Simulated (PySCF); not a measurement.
Compound: benzotrifluoride, C7H5F3.
Geometry (PBE0-D3(BJ)/def2-TZVP, Å), atoms numbered from 1 in this order:
```xyz
15
C7H5F3 angstrom
F      1.444    1.227   -2.232
C      1.773    0.470   -1.172
F      2.681    1.164   -0.472
F      2.384   -0.621   -1.650
C      0.568    0.129   -0.347
C     -0.130   -1.045   -0.591
C     -1.268   -1.334    0.145
C     -1.709   -0.449    1.117
C     -1.009    0.725    1.357
C      0.130    1.018    0.625
H      0.222   -1.733   -1.349
H     -1.811   -2.252   -0.043
H     -2.601   -0.675    1.690
H     -1.351    1.416    2.119
H      0.683    1.930    0.812
```

The closed-shell ground state was solved at several levels (PySCF, density fitting, gas phase, non-relativistic). Isolated species at its PBE0-D3(BJ)/def2-TZVP geometry, gas phase.

```json
{"level": "B97-2/pcSseg-2", "basis functions": "430", "total energy (Eh)": "-569.3341", "HOMO (eV)": "-7.62", "LUMO (eV)": "-1.04", "gap (eV)": "6.58", "dipole (D)": "2.83"}
{"level": "KT3/pcSseg-2", "basis functions": "430", "total energy (Eh)": "-577.4821", "HOMO (eV)": "-6.85", "LUMO (eV)": "-1.84", "gap (eV)": "5.01", "dipole (D)": "2.74"}
{"level": "wB97X-D/pcSseg-2", "basis functions": "430", "total energy (Eh)": "-569.3435", "HOMO (eV)": "-9.64", "LUMO (eV)": "0.74", "gap (eV)": "10.38", "dipole (D)": "2.84"}
```

(1) Estimate the row for PBE0/pcSseg-2, a basis of 430 functions; the other rows only guide the guess.

(2) Over all these levels, which gives the widest orbital gap and which the narrowest?

(3) In the pcSseg-2 basis, how does the gap go with the fixed share of exact exchange?

(4) How far do the dipole and the HOMO energy spread over the levels?

Results:

(1) Total energy -568.9212 Eh, HOMO -7.88 eV, LUMO -1.01 eV, gap 6.87 eV, dipole 2.85 D.

(2) wB97X-D/pcSseg-2 (range-separated hybrid) has the widest, 10.38 eV, and KT3/pcSseg-2 (GGA) the narrowest, 5.01 eV. From the narrowest to the widest the HOMO moves by -2.79 eV and the LUMO by +2.58 eV.

(3) KT3 (0 %) 5.01 eV; B97-2 (21 %) 6.58 eV; PBE0 (25 %) 6.87 eV. Each rise in the share widens the gap here.

(4) The dipole runs from 2.74 to 2.85 D (mean 2.82 D) and the HOMO from -9.64 to -6.85 eV.

Note: wB97X-D ran without an empirical dispersion term, which enters the total energy and its gradient alone.
